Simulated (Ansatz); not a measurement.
Basis-set series for BrClH2OSn, SMILES `[OH][SnH]([Cl])[Br]`. The species carries charge 0 and has multiplicity 1. Sn: def2 effective core potential. The structure was optimised at the PBE0-D4/def2-TZVP level. It is one conformer, not always the lowest.

```
functional       basis  functions  energy (Eh)  HOMO (eV)  LUMO (eV)
   PBE0-D4    def2-SVP        100  -3324.13911      -8.64      -1.78
   PBE0-D4  def2-TZVPP        199  -3324.72462      -8.79      -1.97
   ωB97M-V    def2-SVP        100  -3324.42135     -10.84       0.31
   ωB97M-V  def2-TZVPP        199  -3325.00629     -11.02       0.01
```

Give the rows for def2-QZVPP. (An estimate is asked.)

Ansatz gave: 
```tsv
functional	basis	functions	energy (Eh)	HOMO (eV)	LUMO (eV)
PBE0-D4	def2-QZVPP	358	-3324.79810	-8.81	-2.01
ωB97M-V	def2-QZVPP	358	-3325.07707	-11.05	-0.10
```

Positive LUMOs are unbound and depend on the basis. Scalar relativity is left out up to krypton.
